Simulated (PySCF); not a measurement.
Compound: C₆H₅BO₂.
Cartesian coordinates in Å at the GFN2-xTB level; atoms count from 1:
```
atom  x, y, z in Å
B1     2.6403    0.1396   -0.0580
O2     1.9272   -1.0329   -0.0698
C3     0.6175   -0.6688   -0.0325
C4    -0.5196   -1.4517   -0.0236
C5    -1.7362   -0.7870    0.0206
C6    -1.8086    0.5996    0.0540
C7    -0.6682    1.3889    0.0440
C8     0.5443    0.7301    0.0015
O9     1.8087    1.2304   -0.0145
H10    3.7968    0.2006   -0.0803
H11   -0.4583   -2.5274   -0.0506
H12   -2.6486   -1.3635    0.0304
H13   -2.7762    1.0764    0.0885
H14   -0.7198    2.4652    0.0682
```

The closed-shell SCF was solved with PySCF and density fitting under several settings on one GFN2-xTB geometry (grid level 2 and gas phase unless stated).

| settings | basis functions | SCF cycles | E (Eh) | HOMO (eV) | LUMO (eV) | dipole (D) |
| --- | --- | --- | --- | --- | --- | --- |
| PBE0/pcSseg-1 | 178 | 14 | -406.5213 | -7.02 | -0.56 | 1.26 |
| B3LYP/def2-SVPD | 226 | 14 | -406.7603 | -6.79 | -0.79 | 1.21 |
| PBE0/IGLO-II, energy threshold 1e-06 Eh | 228 | 8 | -406.6677 | -6.96 | -0.52 | 1.24 |
| B3LYP/aug-cc-pVDZ | 252 | 13 | -407.0795 | -6.72 | -0.80 | 1.11 |
| KT3/pcSseg-0 | 91 | 14 | -412.3484 | -6.31 | -1.44 | 1.77 |

Task: Estimate the row for these settings: PBE0/pcseg-1.

Result: 
```csv
settings,basis functions,SCF cycles,E (Eh),HOMO (eV),LUMO (eV),dipole (D)
PBE0/pcseg-1,151,14,-406.4806,-7.06,-0.60,1.29
```

Task: Over all rows, what range does the HOMO–LUMO gap span?

Result: From 4.87 eV to 6.46 eV.

Task: And the dipole moment?

Result: From 1.11 D (B3LYP/aug-cc-pVDZ) to 1.77 D (KT3/pcSseg-0); the largest is 1.59 times the smallest, and the median is 1.25 D.

Task: Compare two rows with the functional PBE0: PBE0/pcSseg-1 and PBE0/pcseg-1. Which energy is lower, and by how much?

Result: PBE0/pcSseg-1 (178 functions) lies 0.0407 Eh or 26 kcal/mol below PBE0/pcseg-1 (151 functions).

Cycle counts include a coarse-grid stage where the run had one. KT3 was designed for NMR shieldings or shifts; total energies of different functionals aren't comparable.
